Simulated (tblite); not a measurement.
C₅H₁₁NO₂Si.
Z-matrix (Å and degrees, GFN2-xTB geometry), rows numbered from 1:
```
C 
O   1  1.4079
C   2  1.3854  1  113.64
C   3  1.4779  2  119.22  1   159.85
Si  4  1.8969  3  118.56  2   143.96
C   4  1.5122  3   61.39  2  -107.87
C   6  1.4677  3  116.40  4   104.52
N   7  1.3520  6  117.05  3   128.17
O   7  1.2226  6  121.50  3   -50.59
H   1  1.0967  2  111.46  3   -63.31
H   1  1.0965  2  111.13  3    58.08
H   1  1.0880  2  106.51  3   177.34
H   3  1.0889  2  114.13  1   -51.79
H   4  1.0811  3  114.61  6   105.80
H   5  1.4584  4  111.50  3   129.46
H   5  1.4551  4  113.42  3    -5.92
H   5  1.4796  4  101.02  3  -118.96
H   6  1.0830  3  116.39  4  -110.00
H   8  1.0036  7  122.05  6     4.43
H   8  1.0065  7  118.80  6   177.95
```

Computed with GFN2-xTB (tblite): harmonic, unscaled wavenumbers at the GFN2-xTB geometry, gas phase. The method is semi-empirical: single wavenumbers can be off by several per cent or more. Modes of hydrogen on silicon can be 10 to 20 % off. One conformer, not necessarily the lowest.

Harmonic wavenumbers (cm⁻¹): 68.1, 83.6, 115.5, 146.4, 153.0, 193.2, 225.0, 286.0, 306.0, 337.6, 383.2, 418.7, 453.3, 541.0, 569.2, 589.1, 627.8, 683.2, 705.4, 753.3, 855.4, 881.8, 890.2, 905.9, 951.2, 983.7, 1012.9, 1036.7, 1065.4, 1085.9, 1129.2, 1131.4, 1153.5, 1195.9, 1234.9, 1280.7, 1347.2, 1400.1, 1418.9, 1456.0, 1468.3, 1487.8, 1690.6, 2133.8, 2294.2, 2328.7, 2902.5, 2925.2, 2963.1, 3030.1, 3039.4, 3069.2, 3471.8, 3548.1.

A = 1673, B = 1115, C = 741.8 MHz; mass 145.056 u (most abundant isotopes); point group C1, symmetry number 1.

Question: What is the zero-point energy?

Answer: Half the sum of the wavenumbers: 33204 cm⁻¹ = 397.21 kJ/mol.

Question: Give the ideal-gas entropy at 200 K and 1 bar in the rigid-rotor, harmonic-oscillator model (classical rotation).

Answer: Translation 162.63, rotation 119.83, vibration 83.93: S = 366.4 J/(mol K).

Question: And Cp and H(200 K) − H(0)?

Answer: Cp = 133.54 J/(mol K), of which vibrations give 100.28 (their classical limit is 54 R = 449.0); H(200 K) − H(0) = 16.37 kJ/mol without the zero-point energy, 9.72 from vibrations.

Question: How do the functions run with temperature in this model?

Answer: 
```tsv
T (K)	S (J/(mol K))	Cp (J/(mol K))	H − H(0) (kJ/mol)	G − H(0) (kJ/mol)	ln q(vib)
150	331.7	109.0	10.31	-39.44	2.81
250	398.8	158.1	23.66	-76.05	5.72
298.15	428.7	181.5	31.84	-95.97	7.15
400	488.6	227.0	52.70	-142.72	10.17
600	594.3	294.5	105.32	-251.26	16.00
900	726.7	357.2	203.92	-450.12	24.16
```

q(vib) and H(0) count from the zero-point level.

Question: Which modes carry the vibrational entropy at 200 K?

Answer: 68.1 cm⁻¹: 14.33; 83.6 cm⁻¹: 12.67; 115.5 cm⁻¹: 10.09; 146.4 cm⁻¹: 8.26; 153.0 cm⁻¹: 7.92; 193.2 cm⁻¹: 6.22 J/(mol K); the other 48 give 24.45 together.

Question: Blend soft modes into free rotors: weight 1/[1 + (100 cm⁻¹/ν̃)⁴] for the oscillator and the rest for a rotor with moment μB/(μ + B), μ = h/(8π²ν), B = 10⁻⁴⁴ kg m². What vibrational entropy results?

Answer: 81.11 J/(mol K) in place of 83.93, which changes −T·S at 200 K by +0.56 kJ/mol.

Hindered rotation and anharmonicity are outside this model. Other conformers, if any are populated, would add a mixing term that is left out. The structure is chiral; the term R ln 2 for an equal mix with its mirror image is left out.

Hardware: Arm Neoverse N1, one thread, on a shared host. Cost: 1.4 s of wall time. The figure is for the frequency step alone.
